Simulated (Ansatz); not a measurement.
C2H3Cl3OSi2, SMILES `O[SiH](Cl)C#C[SiH](Cl)Cl`, relaxed with RKS PBE0-D4/def2-TZVP in the Gaussian-basis code of Ansatz from a PBE-D4/def2-SVP geometry. The force threshold is 0.005 eV/Å; the program also tests the step.

Charge 0, multiplicity 1.

Start:

```xyz
11

O    -1.195    0.021   -2.862
Si   -1.744   -0.401   -1.349
Cl   -2.187   -2.426   -1.217
C    -0.452   -0.076   -0.079
C     0.431    0.159    0.756
Si    1.717    0.482    2.012
Cl    1.653    2.482    2.530
Cl    3.562    0.032    1.193
H    -0.321   -0.328   -3.114
H    -2.971    0.402   -1.106
H     1.507   -0.346    3.234
```

**Question.** By how much does the energy fall, and how many steps does the optimiser take? (Estimate.)

**Answer.** Ansatz gave: 2.29 kcal/mol, in 6 steps.

**Question.** Which bonds change most? (Best estimate.)

**Answer.** Ansatz gave: O1–Si2 from 1.663 to 1.625 Å; Si6–Cl8 from 2.068 to 2.036 Å; Si6–Cl7 from 2.067 to 2.035 Å; Si2–Cl3 from 2.077 to 2.045 Å.

**Question.** Give the relaxed structure. (Estimate.)

**Answer.** Computed: 
```xyz
11

O    -1.186    0.011   -2.823
Si   -1.714   -0.392   -1.339
Cl   -2.155   -2.384   -1.203
C    -0.434   -0.065   -0.078
C     0.425    0.164    0.748
Si    1.700    0.482    1.996
Cl    1.637    2.446    2.523
Cl    3.520    0.037    1.198
H    -0.353   -0.349   -3.134
H    -2.929    0.393   -1.085
H     1.490   -0.343    3.197
```
